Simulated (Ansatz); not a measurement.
This geometry of CH9NOSi3 (15 atoms, charge 0, multiplicity 1) is a first-order saddle point.

Computed with Ansatz, RKS B3LYP/cc-pVDZ.

```xyz
15
Properties=species:S:1:pos:R:3
O -1.849 -1.896 0.218
C -1.153 -0.792 0.151
Si 1.287 -2.425 0.343
N 0.142 -0.748 0.176
Si 1.119 0.779 0.138
Si -0.171 2.714 -0.390
H -1.187 -2.644 0.365
H -1.781 0.104 0.065
H 0.885 -2.846 -1.082
H 0.092 -3.209 0.984
H 1.757 0.925 1.478
H 2.169 0.564 -0.899
H 0.365 3.339 -1.638
H -0.081 3.699 0.732
H -1.616 2.386 -0.611
```

Question: Which two structures does it join? (They come from a converged band through this point; their orientation in space is the band's.)

Answer: No bond is made or broken. The dihedral N4–Si5–Si6–H15 goes from -61 to 61°. The two ends are copies of one structure, up to a mirror image or an exchange of like atoms.

First end point:

```xyz
15
Properties=species:S:1:pos:R:3
O -1.809 -1.629 1.003
C -1.083 -0.629 0.579
Si 1.184 -2.485 0.337
N 0.164 -0.726 0.238
Si 1.169 0.682 -0.306
Si -0.141 2.613 -0.727
H -1.187 -2.422 1.073
H -1.644 0.315 0.540
H 0.357 -3.035 -0.840
H 0.170 -3.042 1.394
H 2.177 0.951 0.760
H 1.856 0.244 -1.555
H 0.783 3.708 -1.157
H -0.875 3.050 0.503
H -1.140 2.354 -1.812
```

Last end point:

```xyz
15
Properties=species:S:1:pos:R:3
O -1.858 -1.864 0.027
C -1.142 -0.772 0.053
Si 1.256 -2.451 0.325
N 0.149 -0.749 0.161
Si 1.124 0.777 0.239
Si -0.162 2.695 -0.297
H -1.216 -2.629 0.183
H -1.755 0.137 -0.027
H 0.936 -2.806 -1.138
H 0.010 -3.238 0.858
H 1.682 0.884 1.619
H 2.233 0.612 -0.744
H -0.725 2.592 -1.680
H 0.740 3.887 -0.217
H -1.293 2.876 0.668
```

Question: How far does it lie above each of them?

Answer: 4.2 kJ/mol above the first and 4.2 kJ/mol above the second. This is the barrier of this one path; another mechanism may lie lower.

Time of the run: 5.5 min on 2 threads of Arm Neoverse V1, with other jobs on the host, peak memory 0.44 GiB.
